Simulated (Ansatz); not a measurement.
Geometry optimisation, RKS BHLYP-D4/def2-SVP (Ansatz 0.2.0).

Input:

```yaml
crystal:
  periodic: [false, false, false]
  atoms:
    - { symbol: "N", position_ang: [-0.07826, -1.56359, 0.47379] }
    - { symbol: Sn, position_ang: [-0.10664, 0.22649, -0.14462] }
    - { symbol: H, position_ang: [0.74491, -1.74576, 1.04923] }
    - { symbol: H, position_ang: [-1.52448, 0.50381, -1.11763] }
    - { symbol: H, position_ang: [1.18357, 0.9154, -1.25119] }
    - { symbol: H, position_ang: [-0.2191, 1.66364, 0.99042] }
total_charge: -1
basis:
  gaussian: { orbitals: def2-SVP }
hamiltonian:
  xc: { name: BHLYP }
  dispersion: d4
relax:
  f_tol: 0.02
  max_steps: 40
scf:
  lower_state_search: "off"
output:
  orbitals: {}
```

Run as:

```bash
$ ansatz run input.yaml --threads 1 --pin off --max-ram 2048MiB --backend cpu --events-out ev --progress --plain --runs-dir out
```

Problem. Where does it end, and by what steps?

Solution. The run converged. Limits of this set-up: an anion without diffuse functions, the dipole of an ion depends on the origin. After 4 steps the energy has fallen by 0.101 eV; N1 moved furthest, 0.05 Å.

| step | energy less start (eV) | largest force component (eV/Å) | accepted |
| --- | --- | --- | --- |
| 0 | 0.0000 | 2.388 | yes |
| 1 | -0.0663 | 0.531 | yes |
| 2 | -0.0994 | 0.109 | yes |
| 3 | -0.1012 | 0.034 | yes |
| 4 | -0.1013 | 0.005 | yes |

```xyz
6
Properties=species:S:1:pos:R:3
N -0.088 -1.608 0.483
Sn -0.106 0.262 -0.154
H 0.762 -1.708 1.047
H -1.533 0.518 -1.131
H 1.170 0.900 -1.223
H -0.204 1.636 0.978
```

Whether the end is a true minimum wasn't checked by a vibrational analysis.

Time of the run: 7.8 s on 1 thread of Arm Neoverse V2, with other jobs on the host, peak memory 0.11 GiB.
